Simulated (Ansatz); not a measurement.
Wavefunction ladder for C$_{2}$H$_{7}$BFNO, SMILES `NBOCCF`

Cartesian coordinates in Å:
```
N 0.451 0.811 -2.425
B -0.089 0.040 -1.392
O -0.299 0.628 -0.175
C -0.754 -0.120 0.921
C 0.351 -0.361 1.911
F 1.293 -1.223 1.382
H 0.621 0.440 -3.341
H 0.719 1.772 -2.304
H -0.383 -1.108 -1.580
H -1.167 -1.082 0.595
H -1.549 0.442 1.424
H -0.051 -0.815 2.823
H 0.857 0.576 2.160
```

Total charge 0; spin multiplicity 1. The structure was optimised at the PBE0-D4/def2-TZVP level. It is one conformer, not always the lowest. Frozen core, restricted reference, Ansatz. CBS rows extrapolate triple and quadruple zeta; past MP2 they add the triple-zeta difference.

```tsv
basis	HF (Eh)	MP2 corr.
def2-TZVPP	-333.47386	-1.13572
def2-QZVPP	-333.48955	-1.22294
```

(1) Estimate the CCSD correlation energy and the (T) correction in each basis where they were run (hartree).

## Answers

(1) 
```tsv
basis	CCSD corr.	(T)
def2-TZVPP	-1.17361	-0.04231
CBS(def2)	-1.32544	as TZ
```
